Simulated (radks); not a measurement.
These are the eigenvalues of the occupied orbitals of an atom or ion with whole-number occupations (hartree). All-electron calculation, Dirac Kohn-Sham, PBE, spin-unpolarised, spherical densities, finite nucleus; Fermi nuclear charge, rms radius of each element as measured or else 0.836 A^(1/3) + 0.57 fm. Program: a radial shooting solver on a logarithmic mesh with Libxc functionals.

1s1/2: -102.8046
2s1/2: -10.93325
2p1/2: -8.73730
2p3/2: -8.67457
3s1/2: -2.16241
3p1/2: -1.66124

Which element is it, and in what charge state? The configuration may be excited. Open shells, if any, fill j = l - 1/2 first.

Answer. Z = 17, chlorine, charge +3: Cl3+ in [Ne] 3s2 3p2. The list shows which subshells hold electrons but not how many an open one holds; the 1s level, -102.8 hartree, gives Z - s = 14.3 by -(Z - s)^2/2, which with screening and relativity narrows Z to a few neighbours, and the depths of the outer levels then fix element, charge and occupations together.
